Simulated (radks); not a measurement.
Results of a calculation; reference values are marked as such.
Problem. These are the eigenvalues of the occupied orbitals of an atom or ion with whole-number occupations (hartree). Level of theory: non-relativistic Kohn-Sham, PBE, spin-unpolarised, spherical densities, point nucleus (a radial shooting solver on a logarithmic mesh with Libxc functionals).

1s: -196.2650
2s: -22.40882
2p: -18.98644
3s: -3.08322
3p: -2.15491
3d: -0.72454
7p: -0.06117

Which element is it, and in what charge state? The configuration may be excited.

Solution. Z = 23, vanadium, charge +1: V+ in [Ar] 3d3 7p1. The list shows which subshells hold electrons but not how many an open one holds; the 1s level, -196.26 hartree, gives Z - s = 19.8 by -(Z - s)^2/2, which with screening narrows Z to a few neighbours, and the depths of the outer levels then fix element, charge and occupations together.
